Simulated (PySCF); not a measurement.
## Adding and removing an electron: BeCl

PBE0; PySCF, no relativity, basis sets Be def2-SVP, Cl def2-SVP. Neutral (UKS): doublet (σ ↑), Re = 1.838 Å, ωe = 812 cm⁻¹, De = 4.17 eV, HOMO -6.36 eV, LUMO -2.26 eV.

BeCl⁺ (UKS): singlet (closed shell), Re = 1.757 Å, ωe = 959 cm⁻¹, De = 4.23 eV to Be⁺ + Cl. The energies at the minima are -474.61027 hartree for BeCl and -474.28400 for BeCl⁺.

(1) Work out the adiabatic ionisation energy, without and with harmonic zero-point energies (1 hartree = 27.2114 eV, 1 eV = 8065.5 cm⁻¹), and the change of the bond length.

For an ion De counts to the pair picked by the measured ionisation energies or electron affinities, which need not be the lowest pair at this level. States were picked by a PBE0 search and need not be the measured ground states.

Results:

(1) At PBE0: 0.32627 hartree = 8.878 eV between the minima; the zero-point term (959.0 − 812.0)/2 cm⁻¹ = +0.009 eV makes it 8.887 eV. Re changes by -8.1 pm against the neutral. The electron leaves a σ orbital, and the shorter bond of the ion fits an antibonding orbital, or a change in how ionic the bond is.
